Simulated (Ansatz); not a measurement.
Reactions of C₃H₈OSi, SMILES `C[SiH]1CCO1`.

Computed with Ansatz on PBE0-D4/def2-TZVP structures; ΔE is electronic, products minus reactants. CBS: MP2 limit from def2 TZ/QZ plus the TZ coupled-cluster correction, frozen cores. This one scheme is used for every species. Functionals use def2-TZVPP. Triplets are unrestricted, without spin–orbit coupling. For Br outer-core shells are correlated without core-valence functions, which leaves a few kJ/mol of doubt a bond. Scalar relativity is left out up to krypton. One conformer a species, not always the lowest.

```json
{"reaction": "`C[SiH]1CCO1` → `C=CCO[SiH3]`", "ωB97M-V (kcal/mol)": "23.9", "B2PLYP (kcal/mol)": "20.1"}
{"reaction": "`C[SiH]1CCO1` + H₂ → `C1C[SiH2]O1` + CH₄", "ωB97M-V (kcal/mol)": "-3.6", "B2PLYP (kcal/mol)": "-5.3"}
{"reaction": "`C[SiH]1CCO1` → `C1C[SiH2]O1` + `[CH2]` (triplet)", "ωB97M-V (kcal/mol)": "117.6", "B2PLYP (kcal/mol)": "114.1"}
{"reaction": "`C[SiH]1CCO1` → `CC(C)[Si]O`", "ωB97M-V (kcal/mol)": "12.9", "B2PLYP (kcal/mol)": "13.6"}
{"reaction": "`C[SiH]1CCO1` + H₂S → `S[SiH]1CCO1` + CH₄", "ωB97M-V (kcal/mol)": "-16.5", "B2PLYP (kcal/mol)": "-17.0"}
{"reaction": "`C[SiH]1CCO1` + `F[Si]Cl` → `Cl[SiH]1CCO1` + `C[Si]F`", "ωB97M-V (kcal/mol)": "10.7", "B2PLYP (kcal/mol)": "10.5"}
{"reaction": "`C[SiH]1CCO1` + HCl → `Cl[SiH]1CCO1` + CH₄", "ωB97M-V (kcal/mol)": "-27.1", "B2PLYP (kcal/mol)": "-27.7"}
{"reaction": "`C[SiH]1CCO1` + H₂O → `O[SiH]1CCO1` + CH₄", "ωB97M-V (kcal/mol)": "-28.4", "B2PLYP (kcal/mol)": "-29.7"}
{"reaction": "`C[SiH]1CCO1` + `ClC(Br)Br` → `Br[SiH]1CCO1` + `CC(Cl)Br`", "ωB97M-V (kcal/mol)": "-36.9", "B2PLYP (kcal/mol)": "-36.7"}
{"reaction": "`C[SiH]1CCO1` + `NBCBr` → `CNBCBr` + `C1C[SiH2]O1`", "ωB97M-V (kcal/mol)": "23.3", "B2PLYP (kcal/mol)": "22.1"}
```

**Question.** Give the CCSD(T)/CBS values in the same order. (Estimate.)

**Answer.** Computed: 21.7, -3.7, 116.5, 12.9, -16.9, 9.6, -27.0, -27.7, -37.4, 22.4 kcal/mol.

Largest T1 diagnostic: 0.014, for `F[Si]Cl`.
